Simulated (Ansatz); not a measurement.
Calculated with Ansatz (gas phase, PBE0-D4/def2-TZVP geometries, no zero-point term in ΔE). CCSD(T)/CBS is the MP2 limit (def2-TZVPP, def2-QZVPP) plus CCSD(T) − MP2 in def2-TZVPP, frozen cores. This one scheme is used for every species. DFT in def2-TZVPP. B3LYP here is the variant with VWN-RPA as its local correlation; programs differ in this. Each species was taken in one conformer, which may not be the lowest.

Consider the formal hydrolysis of the Si–N bond: `BN([SiH2][SiH3])[SiH2]Cl` + H₂O → `O[SiH2][SiH3]` + `BN[SiH2]Cl`.

```
             level  ΔE (kJ/mol)  difference from CCSD(T)/CBS
            PBE-D4        -36.7                         -2.9
         r2SCAN-D4        -43.6                         -9.8
           PBE0-D4        -35.7                         -1.9
          B3LYP-D4        -38.9                         -5.1
           ωB97X-V        -41.5                         -7.7
           ωB97M-V        -39.6                         -5.8
            B2PLYP        -49.8                        -16.0
               PBE        -49.5                        -15.7
            r2SCAN        -47.5                        -13.7
              PBE0        -47.5                        -13.7
             B3LYP        -59.3                        -25.5
     HF/def2-TZVPP        -62.0                        -28.2
    MP2/def2-TZVPP        -32.8                          1.0
SCS-MP2/def2-TZVPP        -38.9                         -5.1
   CCSD/def2-TZVPP        -39.7                         -5.9
CCSD(T)/def2-TZVPP        -35.7                         -1.9
     HF/def2-QZVPP        -61.8                        -28.0
    MP2/def2-QZVPP        -31.6                          2.2
SCS-MP2/def2-QZVPP        -38.1                         -4.3
      HF/CBS(def2)        -61.8                        -28.0
     MP2/CBS(def2)        -30.9                          2.9
    CCSD/CBS(def2)        -37.8                         -4.0
       CCSD(T)/CBS        -33.8                            0
```

Largest T1 diagnostic among the species: 0.012.

In def2-TZVPP, CCSD(T) changes the Hartree–Fock value by +26.3 kJ/mol (the triples alone add +4.0 kJ/mol) and MP2 by +29.2 kJ/mol. The D4 term adds +20.4 kJ/mol with B3LYP and +11.8 kJ/mol with PBE0; it sums over pairs of atoms, weighted by their polarisabilities, and B3LYP, whose exchange is more repulsive, gets the larger term.
